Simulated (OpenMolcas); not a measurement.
Computed levels of 4f¹² in ions with 66 electrons, in cm-1 above ³H₆.

```yaml
Program: OpenMolcas 26.06
Method: RASSCF
Basis: ANO-R2
Scalar_Hamiltonian: X2C, finite nucleus
Spin-orbit_coupling: state interaction with AMFI integrals over the reference wave functions, term energies averaged over their components
```

Active space for each ion: 12 electrons in 12 orbitals (RAS2 4f; RAS3 5d, at most 1 electron).

```tsv
Level	Er2+	Yb4+
³F₄	6270	7300
³H₅	7072	9664
³H₄	11554	15168
³F₃	14443	18268
³F₂	15791	19577
¹G₄	19101	24989
```

Problem. Estimate ³H₄, ³F₄, ³F₃ for Tm3+ from its neighbours Er2+ and Yb4+.

Solution. ³H₄ is fine structure, which grows about as the fourth power of a screened charge, so the fourth roots are averaged: ((11554^0.25 + 15168^0.25) / 2)^4 = 13269. The calculation gives 13279, so the estimate is off by -0.1 %; the measured value is 12547 (the list in Tchang-Brillet, Wyart, Meftah and Ait Mammar, Atoms 6, 52 (2018)).
³F₄ is another term, which grows about linearly with the charge: (6270 + 7300) / 2 = 6785. The calculation gives 6818, so the estimate is off by -0.5 %.
³F₃ is another term, which grows about linearly with the charge: (14443 + 18268) / 2 = 16356. The calculation gives 16302, so the estimate is off by +0.3 %; the measured value is 14410 (the list in Tchang-Brillet, Wyart, Meftah and Ait Mammar, Atoms 6, 52 (2018)).

Mixed levels, with the weight of the term that names them: Er2+ ³F₄ (51 %), Er2+ ³H₄ (60 %), Er2+ ¹G₄ (60 %), Tm3+ ³F₄ (53 %), Tm3+ ³H₄ (59 %), Tm3+ ¹G₄ (58 %), Yb4+ ³F₄ (55 %), Yb4+ ³H₄ (57 %), Yb4+ ¹G₄ (56 %).

Some high roots are left out of the spin-orbit mixing, which shifts the levels that they would mix with. Without dynamic correlation excited terms often stand tens of per cent too high (terms of higher spin than the ground term too low), and those without a measured partner can miss by more than the paired ones. Computed and measured levels are paired by configuration, term and J; levels that our copy of the source lacks, or whose pairing is in doubt (as where it misses far off the trend of its configuration), stay unpaired and out of the deviations. Only configurations of the active space appear.
